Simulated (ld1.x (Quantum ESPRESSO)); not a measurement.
## argon (Ar): excitation energies, all-electron against TM

```json
{
 "Element": "argon",
 "Generator": "ld1.x (Quantum ESPRESSO) 7.5",
 "Type": "norm-conserving Troullier–Martins (Kleinman–Bylander form)",
 "Functional": "PBE",
 "Relativity": "scalar-relativistic",
 "Frozen core": "[Ne]",
 "Valence charge": "8",
 "Reference configuration": "3s2 3p6",
 "Partial waves": "3p (bound): rc 1.25 bohr; 3d channel at 0.3 Ry: rc 1.30 bohr; 3s (bound): rc 1.15 bohr",
 "Local potential": "the s channel",
 "Core correction": "Bessel-smoothed model core, default radius (core density twice the valence density)"
}
```

Energies are relative to the spin-unpolarised reference configuration 3s2 3p6; without spin polarisation the order of configurations can differ from experiment.

Task: Give the all-electron excitation energy and the error of the potential for: 3s2 3p5; 3s2 3p4; 3s2 3p3; 3s2 3p5.5; 3s2 3p2; 3s1 3p6.

Result:

```json
{"valence configuration": "3s2 3p5", "charge": "+1", "ΔE all-electron (eV)": "16.058", "error AE − PS (meV)": "+2.8"}
{"valence configuration": "3s2 3p4", "charge": "+2", "ΔE all-electron (eV)": "44.717", "error AE − PS (meV)": "+24"}
{"valence configuration": "3s2 3p3", "charge": "+3", "ΔE all-electron (eV)": "87.301", "error AE − PS (meV)": "+82"}
{"valence configuration": "3s2 3p5.5", "charge": "+0.5", "ΔE all-electron (eV)": "6.547", "error AE − PS (meV)": "+0.1"}
{"valence configuration": "3s2 3p2", "charge": "+4", "ΔE all-electron (eV)": "144.936", "error AE − PS (meV)": "+205"}
{"valence configuration": "3s1 3p6", "charge": "+1", "ΔE all-electron (eV)": "30.673", "error AE − PS (meV)": "+4.2"}
```

Levels in the configuration 3s2 3p4:

```json
{"level": "3s", "all-electron (eV)": "-50.552", "pseudo (eV)": "-50.510"}
{"level": "3p", "all-electron (eV)": "-35.423", "pseudo (eV)": "-35.384"}
```
